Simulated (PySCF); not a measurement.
**OsO4: from structure and modes to constants**

Method: PBE0 in PySCF with Os def2-SVP with ECP60, O def2-SVP; scalar-relativistic core potentials, no spin–orbit coupling; density-fitted integrals.

The singlet minimum has Td symmetry. Masses (u): Os 191.96148, O 15.99492.

```xyz
5
charge 0 multiplicity 1, angstrom
Os    0.0000    0.0000    0.0000
O    -0.9774   -0.9774   -0.9774
O     0.9774    0.9774   -0.9774
O    -0.9774    0.9774    0.9774
O     0.9774   -0.9774    0.9774
```

Harmonic wavenumbers (cm⁻¹): 345.1 (t2, ×3), 351.2 (e, ×2), 1020.3 (t2, ×3), 1044.4 (a1, ×1).

**Question.** What is the harmonic zero-point energy?

**Answer.** Half the sum of all 9 wavenumbers, 5843/2 = 2922 cm⁻¹, which is 34.9 kJ/mol (1 cm⁻¹ = 0.0119627 kJ/mol).

**Question.** Find the vibrational entropy and heat capacity at 298.15 K.

**Answer.** With u = 1.43878 ω/T, each mode gives S = R[u/(eᵘ−1) − ln(1−e⁻ᵘ)] and C = R u² eᵘ/(eᵘ−1)².
```csv
ω (cm⁻¹),u,S (J/(mol K)),C (J/(mol K))
345.1 (×3),1.666,4.97,6.63
351.2 (×2),1.695,4.86,6.58
1020.3 (×3),4.924,0.36,1.49
1044.4,5.040,0.33,1.39
```
The sums over all modes are S = 26.0 and C = 38.9 J/(mol K); the softest mode gives 19 % of the entropy (each member, where degenerate).

Stability towards spin polarisation was not tested. Only a few start shapes were tried, so a lower isomer may exist. With an element this heavy the missing spin–orbit coupling can shift these numbers.
